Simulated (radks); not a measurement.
Fractional charge and spin in the 5s shell of indium: the spin-up occupation runs from 0 to 1 and the spin-down occupation from 0 to 1; the fullest corner is In+, [Kr] 4d10 5s(up 1, down 1). All-electron calculation, scalar-relativistic Kohn-Sham, PBE, spin-polarised, spherical densities, point nucleus. Program: a radial shooting solver on a logarithmic mesh with Libxc functionals. Energy (eV) minus the two flat planes that join the four corners (they meet along the diagonal where the two added fractions sum to one electron); zero is where a piecewise linear energy would lie.

\begin{tabular}{lrrrrr}
down \ up & 0 & 0.25 & 0.5 & 0.75 & 1 \\ \hline
0 & 0.000 & -0.841 & -1.117 & -0.834 & 0.000 \\
0.25 & -0.841 & -1.048 & -0.702 & 0.192 & -0.773 \\
0.5 & -1.117 & -0.702 & 0.255 & -0.650 & -1.026 \\
0.75 & -0.834 & 0.192 & -0.650 & -0.966 & -0.765 \\
1 & 0.000 & -0.773 & -1.026 & -0.765 & 0.000 \\
\end{tabular}

Corners above the fullest one (they belong to In2+ and the next ion): (up 1, down 0) 18.980 eV, (up 0, down 1) 18.980 eV, (up 0, down 0) 47.555 eV. With half an added electron in each spin the energy lies 0.255 eV from the planes (fractional-spin error, the static-correlation error of a stretched bond), and with half an added electron in spin up alone -1.117 eV (fractional-charge error). For a frontier s shell over closed shells the exact functional lies on the planes.
